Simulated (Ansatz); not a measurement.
C4H12Ge, charge +1, doublet, geometry from GFN2-xTB (a state made from the parent by changing its charge; the spin is typed, not shown lowest); SVWN5/aug-cc-pVDZ run with Ansatz (an electronic-structure program).

Here is a job for Ansatz.
Ansatz 0.2 input:
```yaml
crystal:
  periodic: [false, false, false]
  atoms:
    - {symbol: C, position_ang: [-0.48205252, -0.96009797, -1.71425244]}
    - {symbol: Ge, position_ang: [-0.00000000, -0.00000000, 0.00000000]}
    - {symbol: C, position_ang: [0.13979984, 1.92665059, -0.60108043]}
    - {symbol: C, position_ang: [-1.38582476, -0.69750621, 1.29838323]}
    - {symbol: C, position_ang: [1.72807744, -0.26904641, 1.01694964]}
    - {symbol: H, position_ang: [-1.45657332, -0.64326760, -2.07542220]}
    - {symbol: H, position_ang: [-0.49790885, -2.02649429, -1.50552665]}
    - {symbol: H, position_ang: [0.27774436, -0.72083335, -2.45355596]}
    - {symbol: H, position_ang: [0.31669866, 2.53824831, 0.27964314]}
    - {symbol: H, position_ang: [-0.79965512, 2.19475665, -1.07716035]}
    - {symbol: H, position_ang: [0.95675581, 2.05479757, -1.30583369]}
    - {symbol: H, position_ang: [-2.36690453, -0.51581762, 0.86769691]}
    - {symbol: H, position_ang: [-1.25368661, -1.76188944, 1.47200266]}
    - {symbol: H, position_ang: [-1.26648825, -0.15660439, 2.23341937]}
    - {symbol: H, position_ang: [1.78839900, -1.31731892, 1.29729694]}
    - {symbol: H, position_ang: [2.54811473, 0.00406360, 0.35818660]}
    - {symbol: H, position_ang: [1.75350412, 0.35035948, 1.90925323]}
basis:
  gaussian:
    orbitals: aug-cc-pVDZ
hamiltonian:
  xc: {name: SVWN5}
total_charge: 1
magnetization: {spin_polarized: true, initial_magnetization: 1}
```

Q: Predict the main parts of the log of this Ansatz run.

A: 
```
Functional definition: SVWN5
2161 factors; their error is unknown
mean field evaluation 1: about -60690.0425 eV, gradient 8.6e1 eV
mean field evaluation 2: about -60659.1264 eV, gradient 1.0e2 eV
mean field evaluation 4: about -60725.0962 eV, gradient 4.1e0 eV
mean field evaluation 8: about -60725.1912 eV, gradient 1.9e-2 eV
mean field evaluation 16: about -60725.1387 eV, gradient 3.1e-4 eV
mean field evaluation 32: about -60724.2718 eV, gradient 1.8e0 eV
mean field -60725.13874914 eV, -2231.6076880536 hartree, gradient 1.1e-5 eV, S^2 0.750911; 4 other end points of the search recorded, 0 dependent functions left out
reference -60725.13883328 eV, -2231.6076911457 hartree; 34, 33 occupied and 202, 203 virtual orbitals, 2161 factors
Total energy: -60725.13883328 eV, -2231.6076911457 hartree
```
